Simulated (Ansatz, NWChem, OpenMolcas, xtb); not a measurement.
**A family of molecules: the dipole moment**

One atom is swapped for its congeners: AgF; AgCl (silver chloride); AgBr (silver bromide); AgI. All are singlets with charge 0.

Shapes, held fixed at every level: PBE0-D4/def2-TZVP; AgI at the measured bond length. Programs: Ansatz 0.2.0, NWChem 7.3.0, OpenMolcas 26.06, xtb 6.7.1. A level may come from different programs for different species; with the same settings they agree closely. Values in D.

```csv
level,AgF,AgCl,AgBr,AgI
GFN2-xTB,6.42,5.63,7.67,8.31
HF/STO-3G,2.78,5.32,4.37,4.60
HF/3-21G,6.98,8.32,7.69,7.78
HF/def2-SVP,6.82,6.75,6.88,6.72
PBE0/def2-SVP,5.37,5.27,5.25,4.90
```

At PBE0/def2-SVP the dipole moment falls at every step, from 5.37 to 4.90 D. 1 of 5 levels show this order throughout; 1 agree on the largest and the smallest. For atoms past krypton def2 sets carry core potentials with scalar relativity. All-electron rows are non-relativistic unless named. Relativity is left out for Br unless named. GFN2-xTB strays far from the other rows.
